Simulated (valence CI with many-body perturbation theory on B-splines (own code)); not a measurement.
Results of a calculation; reference values are marked as such.
Energy levels of Pb LXVIII

Level of theory: relativistic CI+MBPT: five valence electrons over a frozen Dirac-Fock core [Ne], a basis of 11 s, 11 p, 10 d, 8 f, 5 g, 2 h functions for each j, with the one-electron correlation potential Σ1 (screened to all orders), the two-electron term Σ2, the three-electron term Σ3, Breit, model QED; selected single and double excitations, second order for the rest, scaled by the run's own slope (own B-spline code, finite nucleus).

The last digits are not significant, and no measured levels were compared; by estimate large intervals hold to a few tenths of a per cent, small ones and those within an open d or f shell to about a per cent. Among the levels kept, up to 3300 cm⁻¹ of a level comes from second order outside the variational space, and about a tenth of that is noise between levels of different J, which matters for small intervals.

Levels 1 to 45 of 169, with energies above the lowest level, (3s^2 3p1/2^2 3p3/2) J=3/2. "Leading %" is the weight of the configuration and term that name the level; weights of strongly mixed levels are sums over their largest components and can fall short, so below about 35 % the name and the second component can differ from the true leading terms, or belong to a minority configuration. In the jj column 3d3/2^4 stands for four electrons in 3d with j = 3/2.

```tsv
No.	Configuration	Term	J	E (eV)	Leading %	Leading jj	Second component
1	3s2 3p3	2P°	3/2	0.0	49	3s^2 3p1/2^2 3p3/2 (100 %)	27 % 3s2 3p3 2D°
2	3s2 3p2 3d	2D	3/2	262.2	42	3s^2 3p1/2^2 3d3/2 (100 %)	33 % 3s2 3p2 3d 4F
3	3s2 3p2 3d	2D	5/2	408.9	35	3s^2 3p1/2^2 3d5/2 (99 %)	19 % 3s2 3p2 3d 4D
4	3s2 3p3	4S°	3/2	568.2	55	3s^2 3p1/2 3p3/2^2 (99 %)	44 % 3s2 3p3 2D°
5	3s2 3p3	2D°	5/2	581.3	99	3s^2 3p1/2 3p3/2^2 (99 %)	
6	3s2 3p3	2P°	1/2	599.0	99	3s^2 3p1/2 3p3/2^2 (99 %)	
7	3s 3p4	4P	5/2	774.7	65	3s 3p1/2^2 3p3/2^2 (93 %)	28 % 3s 3p4 2D
8	3s 3p4	2P	3/2	806.6	31	3s 3p1/2^2 3p3/2^2 (62 %)	22 % 3s 3p4 2D
9	3s 3p4	2S	1/2	810.6	54	3s 3p1/2^2 3p3/2^2 (83 %)	22 % 3s 3p4 4P
10	3s2 3p2 3d	4F	5/2	827.0	47	3s^2 3p1/2 3p3/2 3d3/2 (99 %)	44 % 3s2 3p2 3d 2F
11	3s2 3p2 3d	4D	1/2	831.1	79	3s^2 3p1/2 3p3/2 3d3/2 (98 %)	14 % 3s2 3p2 3d 2P
12	3s2 3p2 3d	4F	3/2	831.9	30	3s^2 3p1/2 3p3/2 3d3/2 (89 %)	28 % 3s2 3p2 3d 4D
13	3s2 3p2 3d	2G	7/2	840.8	55	3s^2 3p1/2 3p3/2 3d3/2 (99 %)	25 % 3s2 3p2 3d 2F
14	3s2 3p2 3d	2D	5/2	875.5	37	3s^2 3p1/2 3p3/2 3d3/2 (95 %)	25 % 3s2 3p2 3d 2F
15	3s2 3p2 3d	2P	1/2	888.5	38	3s^2 3p1/2 3p3/2 3d3/2 (86 %)	29 % 3s2 3p2 3d 4P
16	3s2 3p2 3d	2D	3/2	890.5	26	3s^2 3p1/2 3p3/2 3d3/2 (73 %)	20 % 3s2 3p2 3d 4P
17	3s2 3p2 3d	4D	7/2	958.2	48	3s^2 3p1/2 3p3/2 3d5/2 (100 %)	37 % 3s2 3p2 3d 4F
18	3s2 3p2 3d	2G	9/2	972.6	64	3s^2 3p1/2 3p3/2 3d5/2 (100 %)	36 % 3s2 3p2 3d 4F
19	3s2 3p2 3d	2P	3/2	973.4	46	3s^2 3p1/2 3p3/2 3d5/2 (98 %)	23 % 3s2 3p2 3d 4P
20	3s2 3p2 3d	2F	5/2	977.3	39	3s^2 3p1/2 3p3/2 3d5/2 (99 %)	24 % 3s2 3p2 3d 2D
21	3s2 3p2 3d	2D	5/2	998.1	41	3s^2 3p1/2 3p3/2 3d5/2 (96 %)	38 % 3s2 3p2 3d 4P
22	3s2 3p2 3d	2F	7/2	1000.8	65	3s^2 3p1/2 3p3/2 3d5/2 (98 %)	17 % 3s2 3p2 3d 4F
23	3s2 3p2 3d	2D	3/2	1010.8	60	3s^2 3p1/2 3p3/2 3d5/2 (99 %)	23 % 3s2 3p2 3d 2P
24	3s2 3p2 3d	2P	1/2	1014.8	55	3s^2 3p1/2 3p3/2 3d5/2 (97 %)	37 % 3s2 3p2 3d 2S
25	3s 3p3 3d	4D°	5/2	1032.7	29	3s 3p1/2^2 3p3/2 3d3/2 (97 %)	17 % 3s 3p3 3d 6D°
26	3s 3p3 3d	4D°	3/2	1034.9	28	3s 3p1/2^2 3p3/2 3d3/2 (96 %)	21 % 3s 3p3 3d 6D°
27	3s 3p3 3d	4P°	1/2	1037.9	46	3s 3p1/2^2 3p3/2 3d3/2 (98 %)	26 % 3s 3p3 3d 6D°
28	3s 3p3 3d	2F°	7/2	1045.3	24	3s 3p1/2^2 3p3/2 3d3/2 (96 %)	22 % 3s 3p3 3d 4F°
29	3s 3p3 3d	2D°	3/2	1065.4	29	3s 3p1/2^2 3p3/2 3d3/2 (83 %)	11 % 3s 3p3 3d 4D°
30	3s 3p3 3d	2F°	5/2	1075.8	19	3s 3p1/2^2 3p3/2 3d3/2 (69 %)	17 % 3s 3p3 3d 4G°
31	3s 3p3 3d	4D°	1/2	1082.0	41	3s 3p1/2^2 3p3/2 3d3/2 (86 %)	26 % 3s 3p3 3d 2P°
32	3s2 3p 3d2	4G°	5/2	1107.3	36	3s^2 3p1/2 3d3/2^2 (69 %)	25 % 3s2 3p 3d2 2F°
33	3s2 3p 3d2	2P°	1/2	1155.6	40	3s^2 3p1/2 3d3/2^2 (86 %)	33 % 3s2 3p 3d2 4D°
34	3s2 3p 3d2	2D°	3/2	1159.9	35	3s^2 3p1/2 3d3/2^2 (83 %)	28 % 3s2 3p 3d2 4F°
35	3s 3p3 3d	4F°	9/2	1163.7	50	3s 3p1/2^2 3p3/2 3d5/2 (99 %)	27 % 3s 3p3 3d 6D°
36	3s2 3p3	2P°	3/2	1169.5	50	3s^2 3p3/2^3 (98 %)	28 % 3s2 3p3 2D°
37	3s 3p3 3d	4D°	5/2	1183.5	29	3s 3p1/2^2 3p3/2 3d5/2 (97 %)	20 % 3s 3p3 3d 4P°
38	3s 3p3 3d	4D°	7/2	1191.4	32	3s 3p1/2^2 3p3/2 3d5/2 (93 %)	21 % 3s 3p3 3d 2F°
39	3s 3p3 3d	2D°	3/2	1195.8	35	3s 3p1/2^2 3p3/2 3d5/2 (91 %)	17 % 3s 3p3 3d 4D°
40	3s 3p3 3d	2F°	7/2	1210.0	29	3s 3p1/2^2 3p3/2 3d5/2 (86 %)	17 % 3s 3p3 3d 4D°
41	3s 3p3 3d	2P°	1/2	1221.6	47	3s 3p1/2^2 3p3/2 3d5/2 (96 %)	32 % 3s 3p3 3d 4D°
42	3s 3p3 3d	2F°	5/2	1225.7	19	3s 3p1/2^2 3p3/2 3d5/2 (75 %)	17 % 3s 3p3 3d 2D°
43	3s 3p3 3d	2P°	3/2	1228.5	19	3s 3p1/2^2 3p3/2 3d5/2 (83 %)	12 % 3s 3p3 3d 4P°
44	3s2 3p 3d2	4G°	7/2	1238.9	53	3s^2 3p1/2 3d3/2 3d5/2 (96 %)	14 % 3s2 3p 3d2 2G°
45	3s2 3p 3d2	2D°	5/2	1243.7	24	3s^2 3p1/2 3d3/2 3d5/2 (94 %)	19 % 3s2 3p 3d2 4G°
```

The ionisation energy to 3s2 3p2 3P_0 of the next ion comes out as 7790.3 eV (NIST: 7790 ± 40 eV (theoretical)). All 169 levels together are meant to be complete up to 1946.3 eV.
